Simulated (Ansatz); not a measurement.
**How methods differ on GeH2 (SMILES [GeH2])**

The species is GeH2 (3 atoms), meant as a singlet with charge 0. As SMILES, `[GeH2]`. The shape is that of a PBE0-D4/def2-TZVP optimisation.

```xyz
3

Ge   -0.5701    0.4051   -0.2637
H     0.7830    0.7436    0.5090
H    -0.2129   -1.1487   -0.2453
```

Each level gives the electronic atomisation energy (eV). The values are calculated. Electronic energies at fixed atoms, without zero-point motion or spin-orbit coupling.

| level | kind | program | value (eV) | less FCI/STO-3G | CPU time (all runs) |
| --- | --- | --- | --- | --- | --- |
| HF/STO-3G | Hartree–Fock | Ansatz | 6.85 | -1.07 | 0.34 s |
| revPBE/STO-3G | GGA | Ansatz | 9.05 | +1.13 | 6.9 s |
| BHLYP/STO-3G | global hybrid | Ansatz | 9.08 | +1.16 | 1.8 s |
| PBE0/STO-3G | global hybrid | Ansatz | 9.05 | +1.13 | 3.7 s |
| CAM-B3LYP/STO-3G | range-separated hybrid | Ansatz | 9.28 | +1.36 | 4.3 s |
| HSE06/STO-3G | range-separated hybrid | Ansatz | 9.07 | +1.15 | 7 s |
| wB97M-V/STO-3G | range-separated hybrid | Ansatz | 9.66 | +1.74 | 25 s |
| CCSDT/STO-3G | coupled cluster or CI | Ansatz | 7.92 | 0.00 | 0.89 s |
| FCI/STO-3G | exact in the basis | Ansatz | 7.92 | 0.00 | 0.67 s |

FCI/STO-3G is exact within its basis and frozen core, so for wave-function methods in that basis the difference is their error; functionals converge differently with the basis, so for them it is only a difference. All-electron rows without a relativistic Hamiltonian named are non-relativistic. The values span 6.85 to 9.66 eV. Spin contamination of the reference (⟨S²⟩ at least 0.1 too high) touches revPBE/STO-3G, PBE0/STO-3G, CAM-B3LYP/STO-3G, HSE06/STO-3G, wB97M-V/STO-3G. All rows use very small basis sets, so none should be taken for the real molecule's value. In the correlated wave-function rows the outer d shell of Ge is correlated, in sets not made for it. In so small a basis fixed costs decide the times, and correlated methods can beat functionals. Times are those of the runs behind each value, whatever else they computed, on shared processors of several kinds: orders of magnitude only.
